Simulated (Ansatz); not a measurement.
Question: Name a neutral molecule of C, Cl, In and H with LUMO energy (PBE/def2-TZVPP) between -2.65 and -2.35 eV and LUMO energy (PBE0/def2-TZVPP) between -1.85 and -1.55 eV (Ansatz, PBE0-D4/def2-TZVP geometry).

Answer: `C=C[CH2][InH][Cl]` (-2.37 eV, -1.65 eV); `[CH3][In]([Cl])[Cl]` (-2.50 eV, -1.62 eV); `C[CH2][In]([Cl])[Cl]` (-2.46 eV, -1.59 eV). Other molecules can fit too; these were computed, each in one conformer that needn't be the lowest.
